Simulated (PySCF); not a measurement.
Nb(O)(Cl)2(Me) (CH3Cl2NbO), SMILES [O]=[Nb]([Cl])([CH3])[Cl], multiplicity 1.

Geometry optimised at PBE0-D3(BJ)/def2-SVP. The spin state was assumed, not searched. The structure was generated by enumeration; whether it is a known compound was not checked. The def2 effective core potentials stand for the cores of Nb; spin–orbit coupling is left out.

Two levels are set side by side: PBE/def2-TZVP (PySCF) and M06-2X/def2-TZVP (PySCF). Same geometry, gas phase. Differences are taken from unrounded values.

```tsv
quantity	PBE
orbital gap (eV)	3.85
highest occupied level (eV)	-7.64
lowest empty level (eV)	-3.79
dipole moment (D)	1.97
mean polarisability (bohr³)	82.3
```

These are the PBE values. What does M06-2X give? (Estimate from the structure and the level; the computed values follow.)


```
quantity                     M06-2X  PBE minus M06-2X
---------------------------  ------  ----------------
orbital gap (eV)               8.19             -4.34
highest occupied level (eV)  -10.32              2.68
lowest empty level (eV)       -2.14             -1.66
dipole moment (D)              2.22             -0.25
mean polarisability (bohr³)    78.2               4.0
```

PBE's occupied levels lie high since its potential decays too fast outside the molecule; exact exchange lowers them and widens the gap. Loosely held outer electrons make PBE densities more polarisable. Differences between two approximate levels are no errors against the true value.

Rough cost on one machine, each run with all the roots and properties that it gave: M06-2X against PBE about 3 times.
